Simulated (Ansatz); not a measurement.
Cost and result for the atomization energy of FH5O3SSi2 (`O[SiH](O)S[SiH](O)F`) (12 atoms, 11 bonds).

```json
{"atom": "O1", "x (Å)": "-0.543", "y (Å)": "-2.642", "z (Å)": "-1.411"}
{"atom": "Si2", "x (Å)": "-0.753", "y (Å)": "-1.333", "z (Å)": "-0.472"}
{"atom": "O3", "x (Å)": "-0.444", "y (Å)": "-1.722", "z (Å)": "1.079"}
{"atom": "S4", "x (Å)": "0.615", "y (Å)": "0.192", "z (Å)": "-1.165"}
{"atom": "Si5", "x (Å)": "0.250", "y (Å)": "1.744", "z (Å)": "0.218"}
{"atom": "O6", "x (Å)": "1.511", "y (Å)": "2.764", "z (Å)": "0.246"}
{"atom": "F7", "x (Å)": "0.031", "y (Å)": "1.077", "z (Å)": "1.667"}
{"atom": "H8", "x (Å)": "0.260", "y (Å)": "-3.153", "z (Å)": "-1.295"}
{"atom": "H9", "x (Å)": "-2.139", "y (Å)": "-0.878", "z (Å)": "-0.688"}
{"atom": "H10", "x (Å)": "-0.229", "y (Å)": "-1.000", "z (Å)": "1.677"}
{"atom": "H11", "x (Å)": "-0.954", "y (Å)": "2.545", "z (Å)": "-0.043"}
{"atom": "H12", "x (Å)": "2.398", "y (Å)": "2.404", "z (Å)": "0.188"}
```

Charge 0, multiplicity 1. The geometry is a stationary point of PBE0-D4/def2-TZVP. It is one conformer, not always the lowest. Program: Ansatz. All runs use 2 threads of an AMD EPYC 7R13 on a shared host and a share of an NVIDIA H100 80 GB. Times are those of one run each, without the atoms' runs, and a repeat can differ threefold. Electronic energies, without spin–orbit coupling; frozen cores. CCSD(T)/CBS adds CCSD(T) − MP2 in def2-TZVPP to the MP2 limit, and its time is that of the two runs behind it. T1 = 0.012. B3LYP takes the VWN-RPA correlation (the form of Gaussian; ORCA's B3LYP/G).

CCSD(T)/CBS is a level of theory with its own doubt, some kJ/mol a heavy atom from the limit and from the frozen cores, so smaller differences don't rank the functionals.

| level | functions | wall time |
| --- | --- | --- |
| PBE0-D4/def2-TZVPP | 320 | 1.8 s |
| PBE-D4/def2-TZVPP (with forces) | 320 | 2.2 s |
| r2SCAN-D4/def2-TZVPP (with forces) | 320 | 2.3 s |
| ωB97X-V/def2-TZVPP | 320 | 2.7 s |
| B3LYP-D4/def2-TZVPP (with forces) | 320 | 3 s |
| B2PLYP/def2-TZVPP | 320 | 3.2 s |
| ωB97M-V/def2-TZVPP (with forces) | 320 | 4.6 s |
| MP2/def2-QZVPP | 588 | 6.5 s |
| CCSD(T)/def2-TZVPP | 320 | 13 s |
| CCSD(T)/CBS(def2) | – | 20 s |

Question: What atomization energy does each give, and how far from CCSD(T)/CBS? (Estimate.)

Answer: Ansatz gave: 
```tsv
level	atomization (kcal/mol)	difference from CCSD(T)/CBS	per bond
PBE0-D4/def2-TZVPP	1106.6	-23.0	-2.1
PBE-D4/def2-TZVPP (with forces)	1132.1	2.5	0.2
r2SCAN-D4/def2-TZVPP (with forces)	1124.8	-4.8	-0.4
ωB97X-V/def2-TZVPP	1125.6	-4.0	-0.4
B3LYP-D4/def2-TZVPP (with forces)	1111.6	-18.0	-1.6
B2PLYP/def2-TZVPP	1104.8	-24.8	-2.3
ωB97M-V/def2-TZVPP (with forces)	1126.5	-3.1	-0.3
MP2/def2-QZVPP	1149.9	20.3	1.8
CCSD(T)/def2-TZVPP	1090.1	-39.5	-3.6
CCSD(T)/CBS(def2)	1129.6	0.0	0.0
```

In def2-TZVPP, CCSD(T) changes the Hartree–Fock value by +294.3 kcal/mol (the triples alone add +19.0 kcal/mol) and MP2 by +330.2 kcal/mol; breaking electron pairs costs correlation energy, which Hartree–Fock lacks. From PBE to PBE0 (25 % exact exchange), in def2-TZVPP and without D4, the atomization energy moves by −24.3 kcal/mol: exact exchange takes away binding that semilocal exchange gives to molecules. The D4 term adds +13.6 kcal/mol with B3LYP and +7.2 kcal/mol with PBE0; it sums over pairs of atoms, weighted by their polarisabilities, and B3LYP, whose exchange is more repulsive, gets the larger term.
